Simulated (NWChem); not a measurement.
# CaHOF; SMILES [OH][Ca][F]

```xyz
4

Ca     0.2908     0.0281     0.0000
F     -0.3056     1.9219     0.0000
O     -0.2936    -1.8874     0.0000
H     -0.7162    -2.7586     0.0000
```
Atoms are numbered in this order, from 1.

The geometry was optimised at PBE-D3(BJ)/def2-SVP.

Symmetry labels are those of Cs in the frame above (b1 and b2, or b-type labels, depend on it).

Question: List the 4 lowest vertical singlet excitations and the 4 lowest triplet ones from PBE/def2-SVPD, full TDDFT (NWChem).

Answer: 
| state | energy (eV) | oscillator strength | symmetry | leading excitation (squared amplitude) |
|---|---|---|---|---|
| S1 | 3.94 | 0.016 | a' | HOMO → LUMO (1.00) |
| S2 | 3.97 | 0.020 | a" | HOMO−1 → LUMO (1.00) |
| S3 | 5.16 | 0.009 | a' | HOMO−2 → LUMO (1.00) |
| S4 | 5.22 | 0.009 | a" | HOMO−3 → LUMO (1.00) |
| T1 | 3.86 | spin-forbidden | a' | HOMO → LUMO (1.00) |
| T2 | 3.89 | spin-forbidden | a" | HOMO−1 → LUMO (1.00) |
| T3 | 5.10 | spin-forbidden | a' | HOMO−2 → LUMO (1.00) |
| T4 | 5.16 | spin-forbidden | a" | HOMO−3 → LUMO (1.00) |
